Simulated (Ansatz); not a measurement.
Total energies of [NbO2Cl2]- (NbCl₂O₂⁻) from Ansatz at PBE0-D4/def2-TZVPD, gas phase (1 Eh = 27.2114 eV = 2625.5 kJ/mol). The reference geometry is relaxed at PBE0-D4/def2-SVPD.

```csv
state,geometry,energy (Eh)
charge -1 singlet,reference,-1127.81861
charge 0 doublet,reference,-1127.61617
charge 0 doublet,relaxed at PBE0-D4/def2-SVPD,-1127.62805
```

In the def2 sets Nb takes a core potential; there is no spin–orbit coupling.

Work out the vertical ionisation energy to the doublet.

E(charge 0 doublet) − E(charge -1 singlet) = -1127.61617 − (-1127.81861) = 0.20244 Eh = 5.51 eV. For comparison, −ε of the highest occupied level is 3.70 eV at this level, 1.81 eV less.

How much does the charge 0 doublet relax, and what is the adiabatic ionisation energy?

Relaxation: -1127.61617 − (-1127.62805) = 0.01188 Eh = 0.32 eV. Adiabatic ionisation energy: 0.19056 Eh = 5.19 eV, without zero-point energy.
